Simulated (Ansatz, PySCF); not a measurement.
O3Zr, SMILES [O]=[Zr]1[O][O]1, multiplicity 1.

Geometry: B3LYP-D3(BJ)/def2-TZVP. The spin state was assumed, not searched. The def2 effective core potentials stand for the cores of Zr; spin–orbit coupling is left out.

Vertical ionisation energy (IE) and electron affinity (EA) in eV. Rows of orbital energies are one-electron estimates. Where ΔSCF, EOM or ADC give a negative EA the extra electron is unbound and the value depends on the basis.

| level | IE | EA |
|---|---|---|
| −ε(HOMO), −ε(LUMO), CAM-B3LYP/def2-TZVPD (PySCF) | 8.32 | 2.43 |
| −ε(HOMO), −ε(LUMO), PBE/def2-TZVPD (PySCF) | 5.33 | 3.57 |
| ΔSCF, CAM-B3LYP/def2-SVPD (Ansatz), final states of multiplicity 2 and 2 | 9.38 | 1.80 |
| ΔSCF, PBE/def2-SVPD (Ansatz), final states of multiplicity 2 and 2 | ? | ? |

### Question
Complete the blanks. (The exact figures need the calculation; the answer reports its results.)

### Answer

- ΔSCF, PBE/def2-SVPD (Ansatz, a first-principles code), final states of multiplicity 2 and 2, IE: 9.03
- ΔSCF, PBE/def2-SVPD (Ansatz), final states of multiplicity 2 and 2, EA: 1.54

### Question
What vertical singlet–triplet gap does ΔSCF give with CAM-B3LYP/def2-SVPD (Ansatz) and with PBE/def2-SVPD (Ansatz)? (Estimate from the structure and the level; the computed values follow.)

### Answer
2.50 and 2.32 eV (triplet above singlet where positive).
